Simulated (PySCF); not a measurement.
CoOF + H₂O → CoO(OH) + HF

Level: PBE0 in the def2-TZVP basis family, all electrons, no relativity, computed in PySCF with density fitting; open shells unrestricted.

| species | state and structure | E (Eh) | ZPE (kJ/mol) | H(298 K) − H(0) (kJ/mol) | S° (J/(mol K)) |
| --- | --- | --- | --- | --- | --- |
| CoOF | quintet, C∞v, Co–F 1.755 Å, Co–O 1.616 Å; F–Co–O 180.0° | -1557.50325 | 10.9 | 12.7 | 273.3 |
| H₂O | singlet, C2v, O–H 0.960 Å (×2); H–O–H 105.1° | -76.37736 | 56.5 | 9.9 | 188.7 |
| CoO(OH) | quintet, Cs, Co–O 1.622 Å, Co–O 1.770 Å, O–H 0.956 Å; Co–O–H 129.4°, O–Co–O 179.0° | -1533.47373 | 37.5 | 14.6 | 292.7 |
| HF | singlet, C∞v, H–F 0.920 Å | -100.39188 | 24.9 | 8.7 | 173.6 |

What is the electronic reaction energy?

At PBE0/def2-TZVP, ΔE = 39.4 kJ/mol from the differences of the total energies times 2625.5, uphill. 

Add zero-point, thermal and entropy terms for 298.15 K and 1 bar.

ΔZPE = -5.0 and Δ[H(298) − H(0)] = 0.7 kJ/mol give ΔH° = 35.1 kJ/mol. ΔS° = 4.3 J/(mol K), so ΔG° = 35.1 − 298.15 × (0.0043) = 34 kJ/mol and log₁₀K = -5.9.

Open d or f shells are single determinants, so the state found may not be the ground state. Each species is the lowest minimum found with this bonding; other isomers or fragments can lie lower.
